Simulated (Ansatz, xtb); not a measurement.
## CH7SeSn+: which of two isomers lies lower

We compare I, `C[SeH+][SnH3]`, a singlet, with II, `[SeH2+][CH2][SnH3]`, a singlet. Both are isolated ions in the gas phase, relaxed with B3LYP-D3(BJ)/def2-SVP; the shapes shown needn't be the lowest conformers.

I (Å):

```xyz
10

C    -2.2983   -1.0988    0.5970
Se   -0.8293   -1.7630   -0.5454
Sn    0.1574    0.6138   -1.4950
H    -3.1064   -0.8091   -0.0868
H    -1.9610   -0.2485    1.2002
H    -2.6160   -1.9390    1.2269
H     0.1777   -1.8972    0.5313
H    -1.0528    0.9538   -2.6397
H     1.6651    0.0872   -2.0760
H     0.1446    1.5404   -0.0671
```

II (Å):

```yaml
atoms:
  - { symbol: C, position_ang: [-0.8609, -1.1240, 0.0571] }
  - { symbol: Se, position_ang: [-2.7027, -0.6707, 0.5263] }
  - { symbol: Sn, position_ang: [-0.0428, 0.0792, -1.6587] }
  - { symbol: H, position_ang: [-2.4712, 0.7244, 0.9739] }
  - { symbol: H, position_ang: [-2.7798, -1.1673, 1.9271] }
  - { symbol: H, position_ang: [-0.9129, -2.1864, -0.2235] }
  - { symbol: H, position_ang: [-0.2390, -1.0036, 0.9537] }
  - { symbol: H, position_ang: [-0.2540, 1.6948, -1.1405] }
  - { symbol: H, position_ang: [1.5716, -0.4488, -1.7371] }
  - { symbol: H, position_ang: [-1.0232, -0.3329, -2.9918] }
```

Quicker runs give these differences E(II) − E(I): GFN2-xTB +1.527 eV; HF/STO-3G +2.067 eV (at GFN2-xTB geometries); r2SCAN-D4/def2-SVP +1.400 eV (at GFN2-xTB geometries).

Estimate E(II) − E(I) at the level CCSD(T)/def2-SVP + ΔMP2/def2-TZVPP.

Calculated at CCSD(T)/def2-SVP + ΔMP2/def2-TZVPP: E(II) − E(I) = +1.263 eV, so structure I lies lower.

The same difference at several levels:

```json
{"level": "GFN2-xTB", "geometry": "GFN2-xTB", "E(II) − E(I) (eV)": "+1.527", "departure from the last row (eV)": "+0.263", "job, with rough time for the two": "optimisation, 0.31 s"}
{"level": "HF/STO-3G", "geometry": "GFN2-xTB", "E(II) − E(I) (eV)": "+2.067", "departure from the last row (eV)": "+0.804", "job, with rough time for the two": "single point, 1.7 s"}
{"level": "r2SCAN-D4/def2-SVP", "geometry": "GFN2-xTB", "E(II) − E(I) (eV)": "+1.400", "departure from the last row (eV)": "+0.137", "job, with rough time for the two": "single point, 3.7 s"}
{"level": "B3LYP-D3(BJ)/def2-SVP", "geometry": "B3LYP-D3(BJ)/def2-SVP", "E(II) − E(I) (eV)": "+1.407", "departure from the last row (eV)": "+0.144", "job, with rough time for the two": "optimisation, 83 s"}
{"level": "HF/def2-SVP", "geometry": "B3LYP-D3(BJ)/def2-SVP", "E(II) − E(I) (eV)": "+1.491", "departure from the last row (eV)": "+0.228", "job, with rough time for the two": "part of the CCSD(T) run"}
{"level": "MP2/def2-SVP", "geometry": "B3LYP-D3(BJ)/def2-SVP", "E(II) − E(I) (eV)": "+1.370", "departure from the last row (eV)": "+0.107", "job, with rough time for the two": "part of the CCSD(T) run"}
{"level": "CCSD(T)/def2-SVP", "geometry": "B3LYP-D3(BJ)/def2-SVP", "E(II) − E(I) (eV)": "+1.349", "departure from the last row (eV)": "+0.086", "job, with rough time for the two": "single point"}
{"level": "CCSD(T)/def2-SVP + ΔMP2/def2-TZVPP", "geometry": "B3LYP-D3(BJ)/def2-SVP", "E(II) − E(I) (eV)": "+1.263", "departure from the last row (eV)": "", "job, with rough time for the two": "single point, 36 s"}
```

As drawn, II has 1 C–Sn, 1 Se–H in place of 1 Se–Sn, 1 C–H.

None of the levels shown reverses the order. The largest departure from CCSD(T)/def2-SVP + ΔMP2/def2-TZVPP is that of HF/STO-3G, 0.804 eV. The last row adds to CCSD(T) the change of the MP2 difference between the two basis sets, here −0.086 eV.

With harmonic frequencies from B3LYP-D3(BJ)/def2-SVP (ideal gas, rigid rotor, one conformer each, 298.15 K, 1 atm): on the last row, ΔE + ΔZPE = +1.191 eV. A mode under 50 cm⁻¹ makes harmonic enthalpies and free energies unreliable, so none is given.

The correlated steps freeze 14 core orbitals; the filled d shell of Se and Sn is correlated, in a basis made for valence electrons. Atoms past krypton carry core potentials in the def2 sets, other sets are all-electron and non-relativistic, and no spin–orbit term is included. Programs: Ansatz 0.2.0, xtb 6.7.1; the last row on 2 threads of Intel(R) Xeon(R) Processor @ 2.70GHz on a shared host.
